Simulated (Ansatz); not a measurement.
Consider the formal exchange of groups at a B–O bond: `BB[O][AlH2]` + `F[SiH3]` → `BB[SiH2]F` + `[OH][AlH2]`.

Calculated with Ansatz (gas phase, PBE0-D4/def2-TZVP geometries, no zero-point term in ΔE). CCSD(T)/CBS is the MP2 limit (def2-TZVPP, def2-QZVPP) plus CCSD(T) − MP2 in def2-TZVPP, frozen cores. This one scheme is used for every species. Functionals use def2-TZVPP. B3LYP here is the variant with VWN-RPA as its local correlation; programs differ in this. One conformer a species, not always the lowest.

CCSD(T)/CBS gives +1.29 eV.

(1) Another level gave +1.39 eV. Which?
A. r2SCAN0-D4/def2-TZVPP
B. CCSD/def2-TZVPP
C. B3LYP-D4/def2-TZVPP
D. BHLYP-D4/def2-TZVPP

Largest T1 diagnostic among the species: 0.014.

## Answers

(1) D. BHLYP-D4 1.39, B3LYP-D4 1.29, r2SCAN0-D4 1.24, CCSD/def2-TZVPP 1.34 eV.

At CCSD(T), def2-SVP lies +0.24 eV from the extrapolated value and def2-TZVPP +0.03 eV. From r2SCAN to r2SCAN0 (25 % exact exchange), in def2-TZVPP and without D4, ΔE moves by +0.06 eV. In def2-TZVPP, CCSD(T) changes the Hartree–Fock value by −0.24 eV (the triples alone add −0.02 eV) and MP2 by −0.18 eV.
